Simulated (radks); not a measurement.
Dispersion coefficients C6 (hartree bohr^6) between ground-configuration atoms and ions, from the Casimir-Polder integral (3/pi) of alpha_A(iw) alpha_B(iw). Method: non-relativistic Kohn-Sham, LDA (Slater exchange, Perdew-Wang correlation), spin-unpolarised, spherical densities, point nucleus; computed with a radial shooting solver on a logarithmic mesh with Libxc functionals. Response by self-consistent Sternheimer equations with the Hartree and adiabatic LDA kernel. For heavy and open-shell atoms this level of theory can miss by tens of per cent.

| C6 | Cl | B+ | Ar+ | Rh | Xe | Ne+ | P2+ | Ca2+ | Ga+ | Ga2+ |
|---|---|---|---|---|---|---|---|---|---|---|
| Cl | 100.9 |  |  |  |  |  |  |  |  |  |
| B+ | 52.77 | 29.18 |  |  |  |  |  |  |  |  |
| Ar+ | 55.81 | 27.86 | 32.15 |  |  |  |  |  |  |  |
| Rh | 217.6 | 123.0 | 113.8 | 541.4 |  |  |  |  |  |  |
| Xe | 176.1 | 92.80 | 96.99 | 384.4 | 308.0 |  |  |  |  |  |
| Ne+ | 13.80 | 6.478 | 8.435 | 26.76 | 23.98 | 2.481 |  |  |  |  |
| P2+ | 57.40 | 30.21 | 31.58 | 124.5 | 100.3 | 7.749 | 32.71 |  |  |  |
| Ca2+ | 30.89 | 14.78 | 18.51 | 60.57 | 53.58 | 5.199 | 17.38 | 11.12 |  |  |
| Ga+ | 93.86 | 50.74 | 50.72 | 213.4 | 164.8 | 12.35 | 53.60 | 27.66 | 89.40 |  |
| Ga2+ | 52.64 | 27.81 | 29.10 | 116.7 | 92.31 | 7.397 | 29.98 | 16.29 | 49.66 | 27.97 |

Static polarisabilities (bohr^3): Cl ([Ne] 3s2 3p5) 15.84, B+ ([He] 2s2) 10.78, Ar+ ([Ne] 3s2 3p5) 7.107, Rh ([Kr] 4d8 5s1) 61.43, Xe ([Xe]) 28.79, Ne+ ([He] 2s2 2p5) 1.408, P2+ ([Ne] 3s2 3p1) 9.124, Ca2+ ([Ar]) 3.351, Ga+ ([Ar] 3d10 4s2) 17.69, Ga2+ ([Ar] 3d10 4s1) 9.123. The combination rule 2 Ca Cb / ((alpha_b/alpha_a) Ca + (alpha_a/alpha_b) Cb) gives 7.684 for Ne+-P2+, against 7.749 from the integral.
